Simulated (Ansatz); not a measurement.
The pair A = CH3F (SMILES CF) (first 5 atoms), B = CH2O2 (SMILES O=CO); geometry from B3LYP-D3(BJ)/def2-TZVP.
(charge 0, multiplicity 1):
```xyz
10

C      0.214    -0.164     0.472
F      0.649    -1.247     1.266
H     -0.546    -0.541    -0.210
H     -0.191     0.594     1.138
H      1.076     0.208    -0.078
O     -0.520     0.956     3.506
C     -0.184     0.128     4.311
O      0.381    -1.045     4.033
H     -0.304     0.242     5.396
H      0.482    -1.133     3.062
```

Cores are frozen in the correlated methods. MP2 and its Hartree–Fock in aug-cc-pVTZ are density fitted.

Codes used: Ansatz (an electronic-structure program). 

The counterpoise-corrected interaction energy is E(AB) − E(A in the pair's basis) − E(B in the pair's basis). Total energies (hartree):

| level | AB | A in the pair's basis | B in the pair's basis |
|---|---|---|---|
| HF/aug-cc-pVDZ | -327.8623044 | -139.0571978 | -188.7972197 |
| MP2/aug-cc-pVDZ | -328.7542900 | -139.4180909 | -189.3265293 |
| HF/aug-cc-pVTZ | -327.9479915 | -139.0962450 | -188.8439249 |
| MP2/aug-cc-pVTZ | -329.0389737 | -139.5417650 | -189.4867039 |
| CCSD(T)/aug-cc-pVDZ | -328.8137837 | -139.4479581 | -189.3560371 |

### Question
Work out the counterpoise-corrected interaction energy at the basis-set limit: extrapolate the MP2 correlation part as X⁻³, take Hartree–Fock from the larger set, and add the CCSD(T) − MP2 difference of aug-cc-pVDZ.

### Answer

1. Differences (1 hartree = 627.509 kcal/mol): HF/aug-cc-pVDZ -4.949; MP2/aug-cc-pVDZ -6.068; HF/aug-cc-pVTZ -4.908; MP2/aug-cc-pVTZ -6.592; CCSD(T)/aug-cc-pVDZ -6.142.
2. Correlation parts, MP2 less HF: -1.119 in aug-cc-pVDZ (X = 2), -1.684 in aug-cc-pVTZ (X = 3).
3. Limit (3³·(-1.684) − 2³·(-1.119))/(3³ − 2³) = -1.922; with HF/aug-cc-pVTZ it gives -6.830.
4. CCSD(T) less MP2 in aug-cc-pVDZ: -0.075.
Result: -6.90 kcal/mol, against -6.07 at MP2/aug-cc-pVDZ. It is an estimate of this method's limit, not of the exact value.
